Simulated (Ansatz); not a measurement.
Which is lower?

Two relaxed structures of InH2Se (charge -1), singlet (PBE0-D4/def2-TZVPD; forces vanish, vibrations not checked).

A:

| atom | x (Å) | y (Å) | z (Å) |
| --- | --- | --- | --- |
| Se1 | 0.0477 | -0.0174 | 0.0297 |
| In2 | -2.1975 | 0.8006 | -1.3670 |
| H3 | 0.8184 | -1.3126 | 0.2424 |
| H4 | 1.0865 | 0.6186 | 0.9425 |

B:

| atom | x (Å) | y (Å) | z (Å) |
| --- | --- | --- | --- |
| Se1 | -2.1073 | 0.1935 | -1.4042 |
| In2 | 0.3095 | -0.2466 | -0.1406 |
| H3 | -2.4206 | 1.4783 | -0.7650 |
| H4 | 0.1889 | 1.3592 | 0.8318 |

Ansatz 0.2.0; basis: def2-TZVPPD; cores frozen in the correlated methods. Filled d shells of the heavier atoms are correlated. Core potentials replace the inner electrons of the atoms past krypton. The def2 sets are not built for correlating such inner shells, so the correlated values are less sure here. B3LYP uses VWN-RPA correlation.

(1) Which structure is lower at CCSD(T), and by how much? (An estimate is asked for; the value comes from the calculation.)

No T1 diagnostic of these runs exceeds 0.023. The restricted Hartree–Fock reference is unstable towards an unrestricted one at one or more of these structures.

Answers

(1) By the calculation: B, by 245.2 kJ/mol (electronic energy, against the other). By their contacts, A is InH₂Se ([SeH2][In]), total charge -1 and B is InH₂Se ([SeH][InH]), total charge -1.

All methods give the same order:

```tsv
method	E(B) − E(A) (kJ/mol)
PBE-D4	-216.3
r2SCAN-D4	-236.1
PBE0-D4	-233.7
B3LYP-D4	-234.1
wB97M-V	-256.3
HF	-277.5
MP2	-245.5
CCSD	-253.7
CCSD(T)	-245.2
```

Labels in which every atom is bracketed show which atoms are joined, not bond orders.

For scale, one of the runs: CCSD(T)/def2-TZVPPD, 147 basis functions, launched by `ansatz run in.yaml --threads 2 --pin off --events-out ev --progress --plain --max-ram 4352MiB`. Hardware: 2 CPU threads of an Arm Neoverse V2, shared host. Wall time 40 s; peak host memory 0.76 GiB.
